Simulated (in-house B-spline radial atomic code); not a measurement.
**Ionising Al³⁺ with different functionals**

Computed with a B-spline radial code for spherical atoms: four-component Dirac-Coulomb Hamiltonian, Fermi nucleus of rms radius 3.061 fm, spin-restricted, spherical fractional occupations for the functionals. The ionisation energy is the difference of two self-consistent energies, [He] 2s2 2p6 → [He] 2s2 2p5, without Breit or QED terms; ε is the level of the shell that loses the electron (mean over j). The electron is taken from both j subshells in proportion to 2j + 1, so the result is a j average, not the step between ground levels.

Hybrids are left out here: with spherical fractional occupations of an open shell their exact exchange keeps a self-interaction that integer-occupation calculations don't have.

```tsv
method	rung	ΔSCF (eV)	-ε(2p) (eV)
LDA VWN5	LDA	121.21	104.22
relativistic LDA	LDA	121.18	104.20
LDA PW92	LDA	?	?
LDA exchange-only	LDA	119.10	102.15
PBE	GGA	121.14	104.13
PBEsol	GGA	120.95	103.96
BLYP	GGA	?	?
RPBE	GGA	121.08	104.07
PW91	GGA	121.34	104.32
BP86	GGA	121.25	104.23
AM05	GGA	120.92	103.93
OLYP	GGA	121.60	104.57
```

Q: What does LDA PW92 give?

A: ΔSCF 121.20 eV, and -ε(2p) = 104.21 eV.

Q: What does BLYP give?

A: ΔSCF 121.19 eV, and -ε(2p) = 104.17 eV.

Q: How do they compare with the NIST value?

A: NIST lists 119.992 eV ± 0.0019 (measured, ground level to ground level). Errors run from -0.89 to +1.61 eV. The correlated functionals all miss on the same side by more than they spread, so the cause is common to them (Breit-QED terms, spin polarisation, the choice among j levels, multiplet and fine-structure energies, or a listed next ion that isn't the cheapest removal here) and closeness doesn't rank the functionals.
